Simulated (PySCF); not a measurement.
Magnetic susceptibility: SMILES CBO[SiH2]OC, C2H9BO2Si

Geometry (Å), atoms numbered from 1 in this order:
```xyz
15

C    -3.023    0.016    0.337
B    -1.920   -0.566   -0.644
O    -0.674   -0.142   -0.569
Si    0.861   -0.049   -1.015
O     1.614    0.185    0.396
C     2.971    0.379    0.632
H    -3.888    0.383   -0.213
H    -3.391   -0.768    0.996
H    -2.647    0.824    0.958
H    -2.205   -1.387   -1.448
H     0.958    1.107   -1.908
H     1.335   -1.277   -1.661
H     3.129    0.410    1.711
H     3.566   -0.432    0.204
H     3.309    1.322    0.193
```

Computed, not measured: GIAO KT1/6-31++G** magnetisability, rotational g tensor and spin-rotation constants, non-relativistic, gas phase in PySCF 2.14.0. Geometry: GFN2-xTB.

Task: How diamagnetic is it, and how anisotropic?

Result: Isotropic -960 × 10⁻³⁰ J/T², or -57.8 × 10⁻⁶ cm³/mol; principal values -1010, -947, -923 × 10⁻³⁰ J/T², anisotropy 78 × 10⁻³⁰ J/T² (root of half the summed squared differences of the principal values). The susceptibility is in cgs units.

Task: Split it along the inertial axes a, b, c into diamagnetic and paramagnetic parts about the centre of mass, with the quadrupole moment.

Result: 
```tsv
axis	χ (10⁻⁶ cm³/mol)	diamagnetic (10⁻⁶ cm³/mol)	paramagnetic (10⁻⁶ cm³/mol)	summed x² of all electrons (Å²)	quadrupole Θ (D Å)
a	-57.3	-260.9	203.6	244.9	+5.59
b	-56.8	-1111.9	1055.1	44.3	-3.23
c	-59.3	-1227.2	1167.9	17.2	-2.36
```
Anisotropies 2χaa − χbb − χcc = +1.4 and 2χbb − χaa − χcc = +3.0 × 10⁻⁶ cm³/mol. Θ is traceless in Buckingham's convention.

Task: And the rotational g tensor?

Result: 
| axis | rotational constant (GHz) | g | nuclear part | electronic part |
| --- | --- | --- | --- | --- |
| a | 8.0078 | -0.0933 | 0.6726 | -0.7659 |
| b | 1.2288 | -0.0116 | 0.5975 | -0.6091 |
| c | 1.1043 | -0.0094 | 0.5965 | -0.6059 |

Asymmetric top; isotopes 11B, 12C, 1H, 16O, 28Si; no vibrational averaging.
